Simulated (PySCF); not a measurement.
A GIAO shielding run with PySCF (density fitting, non-relativistic, gas phase) on SMILES C=CCNC(=O)[SiH3], C₄H₉NOSi:

```
$ OMP_NUM_THREADS=1 python probes_run.py task.json out

{"job": {"kind": "nmr", "xc": "PBE0", "basis": "pcSseg-1"}, "charge": 0, "multiplicity": 1}
C     -3.094735     0.461801     0.608626
C     -1.981946    -0.200164     0.353205
C     -0.977059     0.211268    -0.675805
N      0.363552     0.249109    -0.120901
C      1.392265    -0.475120    -0.614075
O      1.263643    -1.203117    -1.584127
Si     3.097111    -0.277369     0.244587
H     -3.354855     1.359043     0.070850
H     -3.799553     0.130477     1.351418
H     -1.733346    -1.101077     0.898465
H     -1.238064     1.188518    -1.097965
H     -0.936910    -0.526236    -1.485493
H      0.508414     0.827141     0.691231
H      2.859422     0.108227     1.641556
H      3.810373    -1.543104     0.144704
H      3.814089     0.799548    -0.437687
```

Hardware: 1 thread of an Arm Neoverse N1, shared host. The job also computes population analyses, field gradients.

Task: How large is the calculation?

Result: 62 electrons, 171 basis functions and 904 auxiliary functions.

Task: How long does it take, and how much memory does it need?

Result: 44 s of wall time, with 15 SCF cycles and 5 response iterations; peak memory 0.77 GiB. Times on a shared host scatter by some tens of per cent.
